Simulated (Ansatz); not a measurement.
Reactions of `[F][Ti]([F])([F])[SH]`.

Calculated with Ansatz (gas phase, PBE0-D4/def2-TZVP geometries, no zero-point term in ΔE). CBS: MP2 limit from def2 TZ/QZ plus the TZ coupled-cluster correction, frozen cores. This one scheme is used for every species. Functionals use def2-TZVPP. Elements past krypton have def2 core potentials. For Ge, Hf, I, Se, Sn, Ti outer-core shells are correlated without core-valence functions, which leaves a few kJ/mol of doubt a bond. Scalar relativity is left out up to krypton. Each species was taken in one conformer, which may not be the lowest.

```
                                                                                                       reaction  r2SCAN-D4 (kJ/mol)  CCSD(T)/CBS(def2) (kJ/mol)
          `[F][Ti]([F])([F])[SH]` + `C[O][SnH]([CH3])[SeH]` → `[F][Ti]([F])([F])[SeH]` + `C[O][SnH]([CH3])[SH]`                  11                          12
                                                    `[F][Ti]([F])([F])[SH]` + HI → `[F][Ti]([F])([F])[I]` + H₂S                 -48                         -48
`[F][Ti]([F])([F])[SH]` + `[CH3][Ge]([NH2])([OH])[Cl]` → `[OH][Ti]([F])([F])[SH]` + `[CH3][Ge]([NH2])([F])[Cl]`                  10                           4
                                                 `[F][Ti]([F])([F])[SH]` + H₂S → `[F][Ti]([F])([SH])[SH]` + H–F                  78                          63
          `[F][Ti]([F])([F])[SH]` + `[F][Hf]([F])([F])[SH]` → `[F][Ti]([F])([SH])[SH]` + `[F][Hf]([F])([F])[F]`                 -13                         -20
                                                  `[F][Ti]([F])([F])[SH]` + HCl → `[F][Ti]([F])([F])[Cl]` + H₂S                 -58                         -55
                                                `[F][Ti]([F])([F])[SH]` + H₂Se → `[F][Ti]([F])([F])[SeH]` + H₂S                  -6                          -8
```

Largest T1 diagnostic: 0.026, for `[F][Ti]([F])([SH])[SH]`, so its coupled-cluster energy is less sure.
